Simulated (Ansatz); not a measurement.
`CCc1ccccc1` + `OC[SiH2]O` → `COC[SiH2]O` + `Cc1ccccc1`  (substitution at a C–C bond)

Program: Ansatz. Geometries: PBE0-D4/def2-TZVP. ΔE: electronic, gas phase. CBS: MP2 limit from def2 TZ/QZ plus the TZ coupled-cluster correction, frozen cores. Each species was taken in one conformer, which may not be the lowest.

`CCc1ccccc1`:

Cartesian coordinates in Å:
```
C 1.173 0.779 2.106
C 1.533 0.566 0.639
C 0.368 0.067 -0.166
C -0.513 0.958 -0.774
C -1.615 0.501 -1.479
C -1.857 -0.860 -1.589
C -0.987 -1.758 -0.990
C 0.115 -1.296 -0.286
H 0.831 -0.153 2.563
H 2.033 1.141 2.675
H 0.366 1.510 2.207
H 1.894 1.506 0.212
H 2.358 -0.149 0.567
H -0.327 2.025 -0.696
H -2.286 1.212 -1.950
H -2.716 -1.219 -2.143
H -1.163 -2.825 -1.075
H 0.794 -2.005 0.177
```

`OC[SiH2]O`:

Z-matrix (Å, degrees):
```
C
Si 1 1.881
O 1 1.422 2 110.3
H 1 1.101 2 111.0 3 -123.9
H 1 1.094 2 110.6 3 118.3
O 2 1.658 1 107.3 3 47.6
H 2 1.492 1 111.0 3 168.9
H 2 1.482 1 110.8 3 -67.8
H 3 0.962 1 108.0 2 -44.8
H 6 0.957 2 117.7 1 92.1
```

`COC[SiH2]O`:

```xyz
13

C    -0.479    0.823   -1.508
O     0.720    0.648   -0.801
C     0.538    0.684    0.609
Si   -0.119   -0.982    1.239
O     0.637   -2.139    0.343
H    -1.216    0.040   -1.278
H    -0.934    1.797   -1.283
H    -0.240    0.779   -2.571
H     1.530    0.853    1.040
H    -0.087    1.539    0.903
H    -1.598   -1.093    1.093
H     0.216   -1.161    2.676
H     1.032   -1.790   -0.461
```

`Cc1ccccc1`:

```xyz
15

C     0.611   -1.734   -1.237
C     0.189   -0.556   -0.412
C     0.868    0.655   -0.494
C     0.497    1.737    0.290
C    -0.567    1.626    1.172
C    -1.256    0.426    1.261
C    -0.880   -0.653    0.474
H     1.100   -1.418   -2.160
H     1.321   -2.361   -0.688
H    -0.242   -2.362   -1.500
H     1.700    0.752   -1.185
H     1.040    2.672    0.208
H    -0.861    2.472    1.783
H    -2.092    0.329    1.943
H    -1.428   -1.587    0.547
```

```
     species  HF/def2-SVP energy (Eh)
`CCc1ccccc1`               -308.55200
 `OC[SiH2]O`               -479.80234
`COC[SiH2]O`               -518.79804
 `Cc1ccccc1`               -269.54540
```

Task: Work out ΔE.

Result: ΔE = (-518.79804) + (-269.54540) − (-308.55200) − (-479.80234) = 0.01090 Eh = +6.8 kcal/mol. CCSD(T)/CBS gives +10.2 kcal/mol.

Largest T1 diagnostic among the species: 0.011.

In def2-TZVPP, CCSD(T) changes the Hartree–Fock value by +1.5 kcal/mol (the triples alone add −0.0 kcal/mol) and MP2 by +2.8 kcal/mol. Leaving LDA and LC-ωPBE aside and taking each functional with its dispersion term where it has one, the values, not all of them listed here, spread over 2.2 kcal/mol, from BLYP-D4 to PBE-QIDH. At CCSD(T), def2-SVP lies −2.1 kcal/mol from the extrapolated value and def2-TZVPP −0.6 kcal/mol.
